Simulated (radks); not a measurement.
Spin polarisation of the 3p3 shell in the argon ion Ar3+. Start: [Ne] 3s2 3p(up 1.5, down 1.5); electrons of 3p are moved from spin down to spin up, other shells keep equal spins. Method: scalar-relativistic Kohn-Sham, LDA (Slater exchange, Perdew-Wang correlation), spin-polarised, spherical densities, finite nucleus; Fermi nuclear charge, rms radius of each element as measured or else 0.836 A^(1/3) + 0.57 fm; computed with a radial shooting solver on a logarithmic mesh with Libxc functionals.

moment (Bohr magnetons)  E - E(0) (eV)  e(3p up) (eV)  e(3p down) (eV)  3s down minus up (eV)  2p down minus up (eV)
0                                0.000        -50.015          -50.015                  0.000                  0.000
0.75                            -0.178        -50.463          -49.511                  1.002                  0.282
1.5                             -0.716        -50.862          -48.939                  2.022                  0.563
2.25                            -1.624        -51.215          -48.288                  3.077                  0.845
3                               -2.917        -51.519          -47.542                  4.179                  1.126

At moment 3 the spin-polarisation energy is -2.917 eV and the 3p exchange splitting 3.977 eV, that is 1.326 eV per Bohr magneton; E = -I m^2/4 would give I = 1.297 eV.
